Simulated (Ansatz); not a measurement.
Frontier orbitals of tantalum pentafluoride (`[F][Ta]([F])([F])([F])[F]`).

```xyz
6

F     1.3614   -1.2612    0.2722
Ta    0.0000    0.0000    0.0000
F     1.2697    1.2977   -0.3345
F    -0.6666   -1.0182   -1.3880
F    -1.3607    1.2620   -0.2715
F    -0.6037   -0.2803    1.7218
```

The species carries charge 0 and has multiplicity 1. Correlated methods include outer-core shells of Ta, which these sets cover unevenly. Ta takes the def2 core potential. The geometry is a stationary point of PBE0-D4/def2-TZVP. Basis def2-TZVPP, Ansatz.

| functional | HOMO (eV) | LUMO (eV) | gap (eV) |
| --- | --- | --- | --- |
| LDA (SPW92) | -10.45 | -3.50 | 6.95 |
| PBE | -10.15 | -3.17 | 6.98 |
| revPBE | -10.04 | -3.05 | 6.99 |
| B97M-V | -10.79 | -3.04 | 7.75 |
| PBE0 | -12.25 | -2.40 | 9.85 |
| r2SCANh | -11.46 | -2.80 | 8.66 |
| HSE06 (plane-wave form) | -11.83 | -2.79 | 9.04 |
| ωB97X-V | -14.79 | -0.02 | 14.77 |
| ωB97M-V | -14.76 | -0.07 | 14.69 |
| HF | -17.73 | 1.53 | 19.26 |

From PBE to PBE0 the HOMO moves by −2.10 eV and the LUMO by +0.77 eV, and with ωB97M-V by −4.61 and +3.10 eV, so the gap grows from 6.97 to 14.69 eV with exact exchange.
